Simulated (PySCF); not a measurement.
Excitations are Tamm–Dancoff values on a coarser integration grid. The basis has no diffuse functions, so Rydberg states are missing or too high.

**C₃H₆Se, SMILES `[SeH]C1CC1` (H–Se–C–C torsion 141°) (charge 0, multiplicity 1)**

All values below come from PySCF with TPSSh-D3(BJ)/def2-TZVP.

```
Item                                                    Value
----------------------  -------------------------------------
HOMO                                                 -5.90 eV
dipole moment                                          1.52 D
LUMO                                                 -0.18 eV
HOMO–LUMO gap                                         5.72 eV
S1 excitation (TDA)                                   5.11 eV
S1 oscillator strength                                  0.001
T1 excitation (TDA)                                   4.59 eV
S1–T1 gap (TDA)                                       0.53 eV
total energy                                     -68557.54 eV
cost                    about 9 core-minutes (a rough figure)
```

```xyz
10

Se     1.9586    -0.7632    -0.5088
C      0.2847    -0.4065     0.3873
C     -0.9660    -0.4510    -0.4472
C     -0.4788     0.8569     0.1101
H      2.7380     0.2461     0.2259
H      0.2277    -0.8215     1.3850
H     -1.8406    -0.9118    -0.0055
H     -0.8576    -0.6117    -1.5122
H     -1.0202     1.2984     0.9381
H     -0.0419     1.5649    -0.5818
```
Charge 0, spin multiplicity 1.
